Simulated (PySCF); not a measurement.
PySCF 2.14 output of a UHF calculation on a single atom or ion in def2-TZVP (5s3p, 14 functions), with no relativity, point nucleus:

```
SCF conv_tol = 1e-09
number electrons alpha = 1  beta = 0
cycle= 1 E= -4.49857200747835  delta_E= -2.11e-12  |g|= 3.59e-07  |ddm|= 1.28e-06
converged SCF energy = -4.49857200747835  <S^2> = 0.75  2S+1 = 2
```

The run itself started from symmetry-adapted Hartree-Fock orbitals and held the occupation by maximum overlap, so the iterations belong to that start.

Question: Which element, charge and spin multiplicity is this?

Answer: Li(2+) (lithium, charge +2), multiplicity 2; the state was 1s1, 2S determinant.
